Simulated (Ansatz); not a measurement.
The cluster In₄, relaxed as a singlet with RKS PBE0-D4/def2-SVP in Ansatz, starting from the GFN2-xTB geometry. Force threshold 0.02 eV/Å.

In the def2 sets In takes a core potential; there is no spin–orbit coupling. The restricted singlet is unstable towards broken spin symmetry at other levels; at PBE0-D4/def2-SVP this wasn't settled. Another isomer (triplet) lies 0.51 eV lower at PBE0-D4/def2-TZVP; other spin states weren't run for this one.

Start:

```csv
atom,x (Å),y (Å),z (Å)
In1,-0.487,-0.628,2.569
In2,-0.134,-1.368,-0.503
In3,-0.947,1.139,-0.056
In4,1.567,0.856,-2.010
```

```json
{"step": "1", "energy (eV)": "-20696.7262", "largest force component (eV/Å)": "0.286", "SCF passes": "16"}
{"step": "2", "energy (eV)": "-20696.7620", "largest force component (eV/Å)": "0.205", "SCF passes": "24"}
{"step": "3", "energy (eV)": "-20696.8046", "largest force component (eV/Å)": "0.257", "SCF passes": "26"}
{"step": "4", "energy (eV)": "-20696.8521", "largest force component (eV/Å)": "0.036", "SCF passes": "22"}
{"step": "5", "energy (eV)": "-20696.8602", "largest force component (eV/Å)": "0.059", "SCF passes": "23"}
{"step": "6", "energy (eV)": "-20696.8613", "largest force component (eV/Å)": "0.024", "SCF passes": "23"}
{"step": "7", "energy (eV)": "-20696.8615", "largest force component (eV/Å)": "0.001", "SCF passes": "25"}
```

Force components are those of the run's own axes.

End:

```
atom   x (Å)   y (Å)   z (Å)
 In1   0.007  -0.440   2.434
 In2  -0.488  -1.467  -0.694
 In3  -1.293   1.070  -0.233
 In4   1.775   0.837  -1.507
```

By distances, no bond broke or formed. The bond that changes most is In2–In4, from 3.18 to 3.33 Å (atoms count from 1).

No frequencies were taken in this run, so the end may be a saddle point.

Hardware: 4 threads of Intel Xeon Platinum 8488C on a shared host. Wall time 15 s.
